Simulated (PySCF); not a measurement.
From results back to the method.

Species: GaH2(OH).
SMILES: `[GaH2][OH]`

The closed-shell ground state was solved 3 times with PySCF (density fitting, gas phase), always in the pcSseg-1 (pcSseg-2 on Ga) basis (95 functions), with these functionals: B3LYP, PBE and PBE0. The structure is a single PBE0-D3(BJ)/def2-SVP conformer in the gas phase; no vibrational or solvent corrections. Relativistic effects, spin–orbit coupling among them, are left out although an element past zinc is present.

| row | total energy (Eh) | HOMO (eV) | LUMO (eV) | dipole (D) |
| --- | --- | --- | --- | --- |
| P | -2001.5586 | -7.13 | -1.97 | 1.36 |
| Q | -2001.9884 | -8.31 | -1.50 | 1.48 |
| R | -2001.5884 | -8.52 | -1.20 | 1.50 |

Which functional belongs to which row?

P = PBE, Q = B3LYP, R = PBE0. By rising HOMO–LUMO gap: PBE (GGA) 5.16 eV; B3LYP (global hybrid, 20 % exact exchange) 6.81 eV; PBE0 (global hybrid, 25 % exact exchange) 7.32 eV. Total energies of different functionals aren't bounds to one another; each is stationary for its own functional.
